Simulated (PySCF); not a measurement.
Computed properties of Si(H)2(Et)(NH2) (C2H9NSi), SMILES CC[SiH2]N

C2H9NSi, SMILES CC[SiH2]N. Geometry optimised at r2SCAN-D4/def2-SVP. The values are those of a single conformer. All values are computed for the isolated molecule unless a solvent is named; none is compared with measurement here.

**Structure.** All 33 harmonic modes at r2SCAN-D4/def2-SVP (PySCF) are real, so it is a minimum. With heavy atoms numbered as in [SiH2:1]([NH2:2])[CH2:3][CH3:4], the shortest bond between them is C3–C4 at 1.532 Å and the longest Si1–C3 at 1.881 Å.

**Vibrations.** The strongest infrared lines (harmonic, unscaled, degenerate partners summed) lie at 2141 cm⁻¹ (194 km/mol, H 97 %), 922 cm⁻¹ (181 km/mol, H 77 %, Si 12 %, N 9 %), 434 cm⁻¹ (178 km/mol, H 81 %, N 18 %). The softest mode is at 76 cm⁻¹ and the zero-point energy is 67.6 kcal/mol.

**Electronic structure.** PBE0/def2-TZVP (PySCF) places the frontier levels at -7.24 and 0.58 eV, a gap of 7.82 eV, and gives a dipole moment of 0.90 D and a mean polarisability of 59.2 bohr³. PBE/def2-TZVP (PySCF) at the same geometry gives -5.84 and -0.25 eV, so its gap is 2.23 eV narrower. An orbital gap is neither the optical nor the fundamental gap.

**Excitations.** TDDFT-CAM-B3LYP/def2-SVPD (PySCF) has S1 at 6.39 eV (194 nm, f = 0.019, weak); the most intense of the 10 singlets computed lies at 8.38 eV (f = 0.07). T1 (TDA) is at 6.02 eV. TDDFT-PBE/def2-SVPD (PySCF) puts S1 at 5.59 eV. No vertical singlet excitation falls in the visible range (under 3.1 eV).

**NMR.** GIAO shifts at KT2/pcSseg-1 (PySCF) (non-relativistic, atoms alike by connectivity averaged): ¹³C from 11.7 to 13.0 ppm against TMS; ¹H from 0.3 to 5.2 ppm against TMS; ²⁹Si at -27.2 ppm against TMS.

**Solvation.** SMD-PBE0/def2-SVP (PySCF) gives -0.1 kcal/mol in water, -3.6 kcal/mol in ethanol, -3.1 kcal/mol in diethylether (1 M in both phases, gas-phase geometry).
